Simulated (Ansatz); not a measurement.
Calculated with Ansatz (gas phase, PBE0-D4/def2-TZVP geometries, no zero-point term in ΔE). CCSD(T)/CBS adds triple-zeta CCSD(T) − MP2 to the extrapolated MP2 energy (def2 sets, frozen cores). DFT in def2-TZVPP. B3LYP here is the variant with VWN-RPA as its local correlation; programs differ in this. For Ge outer-core shells are correlated without core-valence functions, which leaves a few kJ/mol of doubt a bond. Scalar relativity is left out up to krypton. Each species was taken in one conformer, which may not be the lowest.

Consider the cleavage of the Si–Ge bond: `FC#[C][GeH2][SiH3]` + `C[SiH](N)O` → `C[SiH](N)O[SiH3]` + `FC#[C][GeH3]`.

`FC#[C][GeH2][SiH3]`:

```xyz
10

F     2.988    0.931   -2.423
C     1.880    0.584   -1.908
C     0.827    0.255   -1.430
Ge   -0.802   -0.254   -0.602
Si   -0.508   -0.154    1.758
H    -1.149   -1.676   -1.074
H    -1.899    0.710   -1.082
H    -1.769   -0.543    2.441
H     0.576   -1.085    2.165
H    -0.144    1.231    2.156
```

`C[SiH](N)O`:

Cartesian coordinates in Å:
```
C -0.042 -1.459 -0.006
Si 0.085 0.331 -0.503
N 0.592 1.196 0.890
O -1.335 0.955 -1.063
H -0.437 -2.053 -0.834
H 0.938 -1.867 0.258
H -0.707 -1.590 0.851
H 0.982 0.483 -1.679
H 0.870 2.162 0.839
H 1.059 0.720 1.644
H -2.006 1.120 -0.398
```

`C[SiH](N)O[SiH3]`:

Cartesian coordinates in Å:
```
C -0.590 2.001 0.636
Si -0.389 0.540 -0.487
N 1.133 0.604 -1.261
O -0.616 -0.805 0.442
Si -0.020 -2.317 0.589
H -0.579 2.935 0.069
H -1.532 1.938 1.185
H 0.219 2.038 1.371
H -1.401 0.491 -1.572
H 1.314 0.117 -2.123
H 1.983 0.835 -0.774
H 0.060 -2.993 -0.735
H 1.343 -2.293 1.185
H -0.923 -3.091 1.476
```

`FC#[C][GeH3]`:

```xyz
7

F     1.295    2.076   -2.123
C     0.788    1.263   -1.291
C     0.307    0.492   -0.503
Ge   -0.450   -0.721    0.738
H    -1.929   -0.367    0.933
H    -0.315   -2.143    0.180
H     0.304   -0.600    2.067
```

Task: Is it downhill or uphill in electronic energy at CCSD(T)/CBS, and by how much? (Best estimate.)

Result: Ansatz gave: Downhill: ΔE = -21.1 kcal/mol.

Task: What do these levels give: r2SCAN-D4, ωB97X-V, B3LYP, MP2/def2-TZVPP, HF/def2-QZVPP, CCSD/CBS(def2)? (An estimate is asked.)

Result: Ansatz gave: r2SCAN-D4 -20.2, ωB97X-V -21.3, B3LYP -21.1, MP2/def2-TZVPP -22.3, HF/def2-QZVPP -28.1, CCSD/CBS(def2) -21.8 kcal/mol.

Largest T1 diagnostic among the species: 0.013.

In def2-TZVPP, CCSD(T) changes the Hartree–Fock value by +6.0 kcal/mol (the triples alone add +0.7 kcal/mol) and MP2 by +5.1 kcal/mol. From PBE to PBE0 (25 % exact exchange), in def2-TZVPP and without D4, ΔE moves by −1.9 kcal/mol.
